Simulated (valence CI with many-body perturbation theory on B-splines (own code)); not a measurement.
## E1 line list for La LII

Calculated by configuration interaction combined with many-body perturbation theory (CI+MBPT): four valence electrons over a frozen Dirac-Fock core [He], radial functions for each j: 11 s, 11 p, 10 d, 8 f, 5 g, 2 h, with the one-electron correlation potential Σ1 (screened to all orders), the two-electron term Σ2, the three-electron term Σ3, Breit, model QED; selected single and double excitations, second order for the rest, scaled by the run's own slope (own B-spline code, finite nucleus).

No measured spectrum was set against this ion. As an estimate, large intervals hold to a few tenths of a per cent, small ones and those within an open d or f shell to about a per cent. Among the levels kept, up to 880 cm⁻¹ of a level comes from second order outside the variational space, and about a tenth of that is noise between levels of different J, which matters for small intervals.

Lines 101 to 150 of 544 in falling wavelength, among levels below 535.03 Ry, chosen from the strongest by gf and those to the six lowest levels. Wavelengths and rates use the calculated energies. Electric multipoles are in the length gauge, E1 and E2 with the static RPA response of the core. Weak lines are less certain than strong ones. Lines between different terms over intervals too small for the method are left out, as are lines whose strength nearly cancels. The highest levels of a list are the least certain.

Levels are named by their leading jj configuration (3d3/2^4 stands for four electrons in 3d with j = 3/2), which in mixed levels can hold well under half, so a name can repeat and another be missing. Letters in brackets count levels of one name in rising energy.

```tsv
λ vac (nm)	Upper	Lower	A (s⁻¹)	log gf	Branch %
6.387	(2p1/2 2p3/2^2 3p3/2) J=1 [c]	(2p1/2 2p3/2^2 3s) J=0	9.08e+10	-0.78	0.1
6.383	(2p1/2 2p3/2^2 3p3/2) J=4	(2p1/2 2p3/2^2 3s) J=3	5.92e+10	-0.49	0.0
6.374	(2s 2p3/2^2 3d3/2) J=2 [c]	(2s 2p3/2^2 3p1/2) J=1 [b]	6.06e+10	-0.73	0.0
6.332	(2s^2 2p3/2 3p3/2) J=3	(2s^2 2p3/2 3s) J=2	1.40e+11	-0.23	1.5
6.316	(2s 2p3/2^2 3p3/2) J=2 [b]	(2s 2p3/2^2 3s) J=1 [a]	1.02e+11	-0.52	0.3
6.296	(2s 2p3/2^2 3p3/2) J=2 [a]	(2s 2p3/2^2 3s) J=2 [a]	6.28e+10	-0.73	0.0
6.287	(2s 2p1/2 2p3/2 3d3/2) J=3 [b]	(2s 2p1/2 2p3/2 3p1/2) J=3	4.43e+10	-0.74	0.0
6.286	(2s 2p3/2^2 3p3/2) J=2 [c]	(2s 2p3/2^2 3s) J=2 [b]	4.08e+10	-0.92	0.3
6.281	(2s 2p1/2 2p3/2 3p3/2) J=3 [b]	(2s 2p1/2 2p3/2 3s) J=2 [b]	4.52e+10	-0.73	0.0
6.257	(2s 2p1/2 2p3/2 3p3/2) J=4	(2s 2p1/2 2p3/2 3s) J=3	9.83e+10	-0.28	15.5
6.240	(2s 2p1/2 2p3/2 3p3/2) J=2 [d]	(2s 2p1/2 2p3/2 3s) J=1 [c]	1.23e+11	-0.44	0.2
6.227	(2s 2p3/2^2 3p3/2) J=2 [c]	(2s 2p3/2^2 3s) J=1 [b]	6.93e+10	-0.70	0.4
6.210	(2p1/2 2p3/2^2 3d3/2) J=3 [b]	(2p1/2 2p3/2^2 3p1/2) J=3	2.47e+10	-1.00	0.0
6.171	(2s^2 2p1/2 3p3/2) J=2	(2s^2 2p1/2 3s) J=1	1.47e+11	-0.38	11.0
6.157	(2s 2p1/2^2 2p3/2) J=2	(2s^2 2p1/2 2p3/2) J=1	1.01e+10	-1.54	61.8
6.096	(2s 2p1/2 2p3/2 3p3/2) J=2 [e]	(2s 2p1/2 2p3/2 3s) J=2 [c]	6.13e+10	-0.77	0.1
6.030	(2s^2 2p3/2 3p3/2) J=2	(2s^2 2p3/2 3s) J=1	6.70e+10	-0.74	0.4
5.996	(2p1/2 2p3/2^2 3d3/2) J=3 [b]	(2s 2p3/2^2 3d5/2) J=3 [a]	2.71e+10	-0.99	0.0
5.977	(2p1/2 2p3/2^2 3p3/2) J=3 [a]	(2s 2p3/2^2 3p3/2) J=2 [a]	2.62e+10	-1.01	0.0
5.959	(2s^2 2p1/2 3p3/2) J=1	(2s^2 2p1/2 3s) J=1	6.49e+10	-0.98	0.5
5.889	(2s 2p1/2 2p3/2 3p3/2) J=1 [d]	(2s 2p1/2 2p3/2 3s) J=1 [b]	9.31e+10	-0.84	0.8
5.876	(2s^2 2p1/2 3p3/2) J=1	(2s^2 2p1/2 3s) J=0	1.06e+11	-0.79	0.8
5.869	(2p1/2 2p3/2^2 3p3/2) J=2 [b]	(2p1/2 2p3/2^2 3s) J=2 [b]	1.40e+11	-0.44	0.1
5.851	(2s 2p1/2^2 3p3/2) J=2	(2s 2p1/2^2 3s) J=1	9.52e+10	-0.61	1.0
5.848	(2s^2 2p3/2 3p3/2) J=2	(2s^2 2p3/2 3s) J=2	4.28e+10	-0.96	0.3
5.844	(2s 2p1/2 2p3/2 3p3/2) J=2 [a]	(2s 2p1/2 2p3/2 3s) J=2 [a]	7.23e+10	-0.73	0.1
5.844	(2s 2p1/2 2p3/2 3p3/2) J=2 [e]	(2s 2p1/2 2p3/2 3s) J=1 [b]	6.04e+10	-0.81	0.1
5.754	(2s 2p1/2 2p3/2 3d3/2) J=2 [d]	(2s 2p1/2 2p3/2 3p1/2) J=2 [c]	4.52e+10	-0.95	0.0
5.701	(2p1/2 2p3/2^2 3p3/2) J=1 [b]	(2p1/2 2p3/2^2 3s) J=1	7.47e+10	-0.96	0.0
5.695	(2s 2p1/2 2p3/2 3p3/2) J=3 [b]	(2s 2p1/2 2p3/2 3s) J=3	9.65e+10	-0.48	0.1
5.660	(2p1/2 2p3/2^2 3p1/2) J=1 [a]	(2s 2p3/2^2 3p1/2) J=2 [a]	6.49e+10	-1.03	0.1
5.648	(2s 2p3/2^2 3p3/2) J=1 [c]	(2s 2p3/2^2 3s) J=1 [b]	1.30e+11	-0.73	0.2
5.514	(2p1/2^2 2p3/2 3p3/2) J=2	(2s 2p1/2 2p3/2 3p3/2) J=2 [c]	4.31e+10	-1.01	0.0
5.499	(2p1/2 2p3/2^2 3p3/2) J=1 [b]	(2p1/2 2p3/2^2 3s) J=2 [a]	7.80e+10	-0.97	0.1
5.405	(2s 2p1/2 2p3/2 3s) J=2 [c]	(2s^2 2p3/2 3s) J=2	4.85e+10	-0.97	0.1
5.334	(2p1/2 2p3/2^2 3d5/2) J=4	(2s 2p3/2^2 3d5/2) J=5	2.61e+10	-1.00	0.8
5.282	(2s^2 2p3/2 3p3/2) J=0	(2s^2 2p3/2 3s) J=1	2.38e+11	-1.00	0.8
5.229	(2p1/2 2p3/2^2 3p1/2) J=3	(2s 2p3/2^2 3p1/2) J=3	3.78e+10	-0.97	0.0
5.131	(2p1/2 2p3/2^2 3s) J=2 [a]	(2s 2p3/2^2 3s) J=3	5.80e+10	-0.94	0.1
5.035	(2s 2p1/2 2p3/2^2) J=1 [a]	(2s^2 2p3/2^2) J=2	1.30e+10	-1.83	0.7
4.998	(2p1/2 2p3/2^2 3s) J=2 [b]	(2s 2p3/2^2 3s) J=2 [a]	8.30e+10	-0.81	0.1
4.979	(2p1/2^2 2p3/2 3d5/2) J=3	(2s 2p1/2 2p3/2 3d5/2) J=4 [b]	3.82e+10	-1.00	0.0
4.967	(2s 2p1/2^2 2p3/2) J=1	(2s^2 2p1/2 2p3/2) J=2	2.72e+10	-1.52	2.1
4.936	(2p1/2^2 2p3/2 3p3/2) J=3	(2s 2p1/2 2p3/2 3p3/2) J=4	4.66e+10	-0.92	0.0
4.922	(2p1/2^2 2p3/2 3d5/2) J=4	(2s 2p1/2 2p3/2 3d5/2) J=5	4.97e+10	-0.79	2.1
4.834	(2s 2p1/2 2p3/2^2) J=2 [b]	(2s^2 2p3/2^2) J=2	1.45e+10	-1.60	0.8
4.393	(2p1/2^2 2p3/2^2) J=2	(2s 2p1/2 2p3/2^2) J=3	7.19e+10	-0.98	3.9
2.085	(2s 2p3/2^2 3p3/2) J=4	(2s^2 2p3/2 3p3/2) J=3	1.83e+11	-0.97	22.2
2.080	(2s 2p3/2^2 3d5/2) J=5	(2s^2 2p3/2 3d5/2) J=4	1.99e+11	-0.85	91.3
2.079	(2p1/2 2p3/2^2 3d5/2) J=3	(2s 2p1/2 2p3/2 3d5/2) J=2 [c]	2.21e+11	-1.00	0.4
```
